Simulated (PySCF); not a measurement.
**Polarisability and C₆ of Co⁺ (cobalt, charge +1)**

[Ar] 3d7 4s1, high-spin 5F determinant (an excited configuration). Computed with PySCF 2.14 in aug-cc-pVQZ, with the non-relativistic Hamiltonian (point nucleus). Coupled (time-dependent) response in atomic units; α is the mean over directions.

```
 method  mean α (bohr³)  C₆ (like pair)  S(−4)
r2SCANh           25.74           130.5  510.4
```

S(−4) is the Cauchy moment in α(ω) = α(0) + S(−4) ω² + …

α(iu) at r2SCANh:

```
u (hartree)  α(iu) (bohr³)
          0          25.74
     0.0500          24.54
      0.100          21.60
      0.200          15.08
      0.300          10.60
      0.500          6.165
      0.750          3.922
       1.00          2.850
       1.50          1.812
       2.00          1.300
       3.00         0.7867
       5.00         0.3886
```

A single London oscillator, α(iu) = α/(1 + u²/ω²), gives C₆ = (3/4) ω α². Matching the computed C₆ needs ω = 4 × 130.5 / (3 × 25.74²) = 0.263 hartree.

For an ion, C₆ is the dispersion term alone; charge-induced terms of lower order in 1/R come first.
